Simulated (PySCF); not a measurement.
Species: trans-[Ag(OH)2F2]2- (charge -2 and doublet state).
Bonds: Ag1–O2, Ag1–F4, Ag1–O5, Ag1–F7. Hydrogens: H3 on O2; H6 on O5.

Computed, not measured: PySCF, PBE0-D3(BJ)/def2-SVP geometry optimisation, gas phase, def2 core potentials past Kr.

(1) What internal coordinates does the optimisation give?

Results:

(1) 
| bond | length (Å) |
| --- | --- |
| Ag1–O2, Ag1–O5 | 2.111 |
| Ag1–F4, Ag1–F7 | 2.149 |
| O2–H3, O5–H6 | 0.973 |

Bonds in one row agree within 0.01 Å and their mean is given. A selection of angles:
| angle | degrees |
| --- | --- |
| O2–Ag1–F4 | 102.4 |
| O2–Ag1–O5 | 180.0 |
| O2–Ag1–F7 | 77.6 |
| F4–Ag1–F7 | 179.9 |
| Ag1–O2–H3 | 83.6 |

Torsions: H3–O2–Ag1–F4 180° (antiperiplanar).

The 5 heavy atoms lie in one plane (0.001 Å rms). Ag1 (silver bonded to 2 F and 2 O) has angles from 77.6° to 180.0°.

Point group: C2h (tolerance 0.08 Å). No PBE0-D3(BJ)/def2-SVP frequencies stand behind this structure, so it isn't proved a minimum. ⟨S²⟩ = 0.754 (exact for a doublet: 0.75). Whether so highly charged an anion holds all its electrons in the gas phase wasn't checked; a finite basis holds them in any case. No counter-ion or solvent screens the charge of this multiply charged ion.

Caution for open-shell metal species: one SCF solution and one stationary point were followed, and a lower state or a bent or distorted shape isn't ruled out.
